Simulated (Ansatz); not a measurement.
A short molecular-dynamics run on `SCc1ccccc1`.

```yaml
crystal:
  periodic: [false, false, false]
  atoms:
    - {symbol: S, position_ang: [1.701127, -1.262686, 2.337114]}
    - {symbol: C, position_ang: [1.502367, -1.298861, 0.528055]}
    - {symbol: C, position_ang: [0.395194, -0.427326, 0.026430]}
    - {symbol: C, position_ang: [0.684398, 0.732117, -0.683068]}
    - {symbol: C, position_ang: [-0.334513, 1.554338, -1.143813]}
    - {symbol: C, position_ang: [-1.656939, 1.221808, -0.900670]}
    - {symbol: C, position_ang: [-1.955301, 0.064099, -0.193239]}
    - {symbol: C, position_ang: [-0.937247, -0.751223, 0.268519]}
    - {symbol: H, position_ang: [1.811854, 0.070673, 2.446575]}
    - {symbol: H, position_ang: [1.305638, -2.350343, 0.306189]}
    - {symbol: H, position_ang: [2.448590, -1.034875, 0.054675]}
    - {symbol: H, position_ang: [1.719644, 0.992637, -0.879738]}
    - {symbol: H, position_ang: [-0.092110, 2.455086, -1.696185]}
    - {symbol: H, position_ang: [-2.454987, 1.860693, -1.260767]}
    - {symbol: H, position_ang: [-2.988286, -0.202759, -0.000924]}
    - {symbol: H, position_ang: [-1.172227, -1.646081, 0.835148]}
basis:
  gaussian: {orbitals: def2-SVP}
hamiltonian: {xc: {name: BLYP}}
md: {timestep: 0.5 fs, n_steps: 20, ensemble: nve, temperature: 1000, initial_velocities: maxwell_boltzmann, seed: 305}
```

```sh
$ ansatz run in.yaml --threads 2 --pin off --events-out ev --progress --plain --max-ram 32768MiB --backend cpu
```

| step | time (fs) | potential energy (eV) | kinetic (eV) | T (K) | conserved (eV) |
| --- | --- | --- | --- | --- | --- |
| 0 | 0.0 | -18212.1372 | 1.8096 | 1000 | -18210.3275 |
| 1 | 0.5 | -18212.0543 | 1.7277 | 955 | -18210.3265 |
| 2 | 1.0 | -18211.8967 | 1.5727 | 869 | -18210.3240 |
| 3 | 1.5 | -18211.7034 | 1.3823 | 764 | -18210.3211 |
| 4 | 2.0 | -18211.5199 | 1.2009 | 664 | -18210.3190 |
| 5 | 2.5 | -18211.3785 | 1.0599 | 586 | -18210.3186 |
| 6 | 3.0 | -18211.2865 | 0.9670 | 534 | -18210.3195 |
| 7 | 3.5 | -18211.2306 | 0.9099 | 503 | -18210.3208 |
| 8 | 4.0 | -18211.1919 | 0.8705 | 481 | -18210.3215 |
| 9 | 4.5 | -18211.1577 | 0.8361 | 462 | -18210.3216 |
| 10 | 5.0 | -18211.1243 | 0.8029 | 444 | -18210.3214 |
| 11 | 5.5 | -18211.0935 | 0.7724 | 427 | -18210.3212 |
| 12 | 6.0 | -18211.0681 | 0.7470 | 413 | -18210.3211 |
| 13 | 6.5 | -18211.0493 | 0.7283 | 402 | -18210.3210 |
| 14 | 7.0 | -18211.0392 | 0.7184 | 397 | -18210.3207 |
| 15 | 7.5 | -18211.0435 | 0.7234 | 400 | -18210.3200 |
| 16 | 8.0 | -18211.0734 | 0.7542 | 417 | -18210.3192 |
| 17 | 8.5 | -18211.1412 | 0.8223 | 454 | -18210.3189 |
| 18 | 9.0 | -18211.2503 | 0.9305 | 514 | -18210.3198 |
| 19 | 9.5 | -18211.3868 | 1.0650 | 589 | -18210.3218 |
| 20 | 10.0 | -18211.5200 | 1.1959 | 661 | -18210.3241 |

Velocities are drawn at the set temperature; a run this short doesn't reach equilibrium.

Frames (Å, forces in eV/Å):

```xyz
16
time=0.0 fs
S     1.701   -1.263    2.337    0.092   -0.604    0.882
C     1.502   -1.299    0.528    0.007    0.040   -0.163
C     0.395   -0.427    0.026    0.368   -0.346    0.065
C     0.684    0.732   -0.683    0.411    0.217   -0.136
C    -0.335    1.554   -1.144    0.126    0.412   -0.251
C    -1.657    1.222   -0.901   -0.387    0.288   -0.163
C    -1.955    0.064   -0.193   -0.476   -0.105    0.080
C    -0.937   -0.751    0.269   -0.179   -0.390    0.237
H     1.812    0.071    2.447    0.062    0.553    0.058
H     1.306   -2.350    0.306   -0.067   -0.533   -0.108
H     2.449   -1.035    0.055    0.496    0.099   -0.285
H     1.720    0.993   -0.880    0.530    0.141   -0.112
H    -0.092    2.455   -1.696    0.128    0.483   -0.296
H    -2.455    1.861   -1.261   -0.429    0.343   -0.193
H    -2.988   -0.203   -0.001   -0.556   -0.141    0.101
H    -1.172   -1.646    0.835   -0.128   -0.456    0.285
16
time=1.0 fs
S     1.698   -1.260    2.339   -0.032   -1.463    0.682
C     1.507   -1.309    0.515   -0.511    1.136    0.465
C     0.400   -0.415    0.021    0.433   -1.726    0.931
C     0.679    0.712   -0.672    0.792    2.157   -1.389
C    -0.341    1.553   -1.143   -0.058   -1.346    0.882
C    -1.657    1.225   -0.901   -0.807    0.549   -0.378
C    -1.940    0.059   -0.201   -2.411   -0.154    0.446
C    -0.930   -0.742    0.275   -0.158   -0.443    0.136
H     1.785    0.049    2.431    0.106    1.305    0.089
H     1.272   -2.321    0.278   -0.065   -1.460   -0.253
H     2.452   -1.025    0.089    0.908    0.103   -0.639
H     1.713    0.996   -0.891    0.309   -0.014    0.003
H    -0.142    2.430   -1.657    0.774    2.103   -1.290
H    -2.464    1.887   -1.258    0.021   -0.113    0.041
H    -3.025   -0.186    0.012    0.905    0.037   -0.154
H    -1.155   -1.626    0.848   -0.204   -0.672    0.429
16
time=2.0 fs
S     1.695   -1.258    2.341   -0.111   -1.982    0.517
C     1.511   -1.318    0.502   -0.706    1.766    0.829
C     0.404   -0.404    0.015    0.392   -3.243    1.884
C     0.675    0.695   -0.661    1.317    4.211   -2.720
C    -0.347    1.550   -1.142   -0.028   -2.317    1.489
C    -1.658    1.229   -0.901   -1.180    0.690   -0.512
C    -1.927    0.053   -0.208   -3.730   -0.036    0.708
C    -0.923   -0.733    0.281   -0.203   -0.680    0.172
H     1.760    0.040    2.416    0.107    1.725    0.089
H     1.237   -2.306    0.248    0.013   -1.852   -0.306
H     2.463   -1.013    0.117    0.956    0.005   -0.809
H     1.710    1.000   -0.901    0.036   -0.182    0.129
H    -0.185    2.425   -1.630    1.156    3.008   -1.798
H    -2.474    1.912   -1.254    0.390   -0.505    0.223
H    -3.054   -0.170    0.024    1.812    0.054   -0.325
H    -1.140   -1.612    0.864   -0.223   -0.664    0.431
16
time=3.0 fs
S     1.692   -1.256    2.343   -0.146   -1.938    0.389
C     1.514   -1.325    0.490   -0.639    1.722    0.857
C     0.409   -0.396    0.012    0.285   -4.647    2.764
C     0.672    0.680   -0.653    1.807    6.037   -3.913
C    -0.353    1.545   -1.140    0.306   -1.597    1.132
C    -1.659    1.233   -0.902   -1.425    0.633   -0.528
C    -1.917    0.047   -0.215   -4.425    0.187    0.865
C    -0.916   -0.724    0.287   -0.322   -1.076    0.335
H     1.735    0.048    2.402    0.077    1.596    0.064
H     1.203   -2.308    0.215    0.273   -1.497   -0.177
H     2.484   -1.002    0.138    0.600   -0.207   -0.810
H     1.707    1.001   -0.911   -0.164   -0.310    0.228
H    -0.217    2.447   -1.620    1.186    2.324   -1.403
H    -2.479    1.932   -1.249    0.588   -0.747    0.317
H    -3.065   -0.152    0.032    2.190   -0.036   -0.406
H    -1.127   -1.605    0.884   -0.191   -0.443    0.285
16
time=4.0 fs
S     1.689   -1.255    2.345   -0.157   -1.392    0.278
C     1.517   -1.332    0.479   -0.451    1.222    0.675
C     0.415   -0.392    0.010    0.185   -5.592    3.350
C     0.670    0.670   -0.648    2.082    7.248   -4.717
C    -0.359    1.539   -1.137    0.743    0.185    0.239
C    -1.662    1.238   -0.903   -1.483    0.371   -0.430
C    -1.911    0.042   -0.221   -4.546    0.463    0.935
C    -0.909   -0.717    0.294   -0.495   -1.513    0.549
H     1.712    0.070    2.388    0.044    0.982    0.034
H     1.171   -2.324    0.180    0.669   -0.682    0.098
H     2.510   -0.993    0.151    0.017   -0.469   -0.726
H     1.702    1.000   -0.919   -0.217   -0.360    0.268
H    -0.238    2.491   -1.622    1.050    0.649   -0.524
H    -2.479    1.946   -1.241    0.582   -0.807    0.313
H    -3.056   -0.136    0.037    2.114   -0.189   -0.399
H    -1.116   -1.601    0.908   -0.138   -0.115    0.057
16
time=5.0 fs
S     1.686   -1.255    2.347   -0.163   -0.633    0.161
C     1.520   -1.337    0.468   -0.236    0.625    0.476
C     0.420   -0.392    0.011    0.155   -5.772    3.448
C     0.670    0.666   -0.647    2.018    7.542   -4.940
C    -0.364    1.534   -1.133    1.106    1.859   -0.561
C    -1.666    1.243   -0.904   -1.314   -0.079   -0.236
C    -1.908    0.037   -0.226   -4.062    0.765    0.914
C    -0.903   -0.711    0.301   -0.693   -1.860    0.718
H     1.688    0.101    2.375    0.030    0.168    0.021
H     1.146   -2.347    0.146    1.052    0.146    0.400
H     2.536   -0.988    0.157   -0.553   -0.691   -0.631
H     1.695    0.996   -0.924   -0.092   -0.311    0.234
H    -0.249    2.541   -1.630    0.908   -0.891    0.236
H    -2.474    1.952   -1.229    0.373   -0.675    0.218
H    -3.027   -0.121    0.038    1.568   -0.385   -0.291
H    -1.106   -1.599    0.931   -0.098    0.191   -0.168
16
time=6.0 fs
S     1.683   -1.254    2.349   -0.167    0.067    0.034
C     1.522   -1.342    0.458   -0.041    0.129    0.382
C     0.426   -0.396    0.015    0.204   -5.092    2.997
C     0.671    0.668   -0.649    1.599    6.856   -4.535
C    -0.368    1.530   -1.130    1.355    2.954   -1.053
C    -1.671    1.247   -0.906   -0.917   -0.683    0.028
C    -1.908    0.032   -0.230   -2.881    1.083    0.774
C    -0.897   -0.706    0.309   -0.886   -2.029    0.772
H     1.665    0.135    2.362    0.040   -0.575    0.029
H     1.130   -2.368    0.116    1.312    0.732    0.643
H     2.558   -0.990    0.157   -0.956   -0.815   -0.557
H     1.688    0.988   -0.926    0.194   -0.172    0.131
H    -0.251    2.584   -1.636    0.787   -1.851    0.679
H    -2.465    1.951   -1.216   -0.014   -0.365    0.049
H    -2.983   -0.109    0.036    0.461   -0.622   -0.048
H    -1.097   -1.595    0.953   -0.092    0.383   -0.323
16
time=7.0 fs
S     1.680   -1.254    2.352   -0.161    0.570   -0.095
C     1.525   -1.347    0.448    0.107   -0.228    0.425
C     0.431   -0.405    0.022    0.278   -3.730    2.109
C     0.674    0.676   -0.656    0.945    5.415   -3.640
C    -0.371    1.528   -1.128    1.501    3.509   -1.283
C    -1.677    1.252   -0.907   -0.376   -1.356    0.319
C    -1.911    0.029   -0.234   -1.062    1.400    0.501
C    -0.892   -0.702    0.317   -1.037   -1.994    0.682
H     1.643    0.162    2.350    0.063   -1.112    0.051
H     1.128   -2.383    0.092    1.412    1.013    0.792
H     2.570   -0.999    0.152   -1.125   -0.821   -0.510
H     1.683    0.979   -0.928    0.567    0.023   -0.017
H    -0.245    2.608   -1.635    0.674   -2.277    0.853
H    -2.457    1.947   -1.202   -0.493    0.049   -0.155
H    -2.936   -0.104    0.034   -1.168   -0.883    0.341
H    -1.089   -1.587    0.972   -0.125    0.422   -0.372
16
time=8.0 fs
S     1.676   -1.253    2.354   -0.139    0.844   -0.216
C     1.527   -1.351    0.438    0.187   -0.444    0.604
C     0.437   -0.416    0.030    0.298   -2.027    1.002
C     0.678    0.688   -0.665    0.290    3.616   -2.513
C    -0.373    1.529   -1.127    1.553    3.628   -1.314
C    -1.683    1.255   -0.909    0.131   -1.920    0.561
C    -1.914    0.026   -0.238    0.768    1.642    0.218
C    -0.887   -0.701    0.326   -1.104   -1.773    0.457
H     1.621    0.180    2.337    0.091   -1.411    0.079
H     1.138   -2.387    0.075    1.351    0.996    0.841
H     2.571   -1.017    0.141   -1.040   -0.708   -0.491
H     1.683    0.970   -0.930    0.874    0.213   -0.158
H    -0.233    2.612   -1.627    0.565   -2.277    0.824
H    -2.453    1.943   -1.190   -0.893    0.413   -0.326
H    -2.899   -0.107    0.035   -2.737   -1.098    0.740
H    -1.082   -1.576    0.988   -0.194    0.305   -0.309
16
time=9.0 fs
S     1.673   -1.252    2.356   -0.095    0.896   -0.324
C     1.530   -1.357    0.429    0.191   -0.495    0.918
C     0.443   -0.430    0.039    0.207   -0.324   -0.111
C     0.681    0.703   -0.676   -0.108    1.841   -1.408
C    -0.374    1.532   -1.127    1.506    3.312   -1.154
C    -1.689    1.257   -0.910    0.398   -2.159    0.673
C    -1.917    0.025   -0.241    1.463    1.657    0.231
C    -0.884   -0.700    0.336   -1.058   -1.412    0.129
H     1.600    0.183    2.326    0.114   -1.481    0.105
H     1.162   -2.383    0.067    1.132    0.682    0.786
H     2.563   -1.041    0.126   -0.703   -0.485   -0.503
H     1.691    0.963   -0.933    0.936    0.338   -0.237
H    -0.216    2.593   -1.610    0.470   -1.854    0.603
H    -2.457    1.944   -1.180   -1.012    0.541   -0.393
H    -2.888   -0.121    0.043   -3.153   -1.121    0.837
H    -1.077   -1.561    1.001   -0.288    0.065   -0.151
16
time=10.0 fs
S     1.670   -1.251    2.358   -0.025    0.727   -0.418
C     1.533   -1.362    0.420    0.141   -0.326    1.357
C     0.450   -0.443    0.047   -0.006    1.149   -1.087
C     0.685    0.719   -0.689   -0.122    0.312   -0.478
C    -0.374    1.539   -1.128    1.327    2.448   -0.756
C    -1.695    1.257   -0.910    0.346   -1.971    0.619
C    -1.919    0.025   -0.244    0.635    1.340    0.692
C    -0.881   -0.701    0.345   -0.912   -0.981   -0.249
H     1.580    0.173    2.316    0.125   -1.324    0.124
H     1.196   -2.372    0.066    0.766    0.069    0.625
H     2.548   -1.069    0.107   -0.161   -0.178   -0.544
H     1.708    0.959   -0.938    0.670    0.378   -0.230
H    -0.194    2.558   -1.588    0.428   -0.909    0.151
H    -2.471    1.949   -1.175   -0.773    0.356   -0.337
H    -2.906   -0.145    0.058   -2.054   -0.861    0.477
H    -1.075   -1.546    1.012   -0.385   -0.230    0.054
```

Run time 67 s (2 threads of an AMD EPYC 7R13 on a shared host); peak host memory 0.72 GiB.
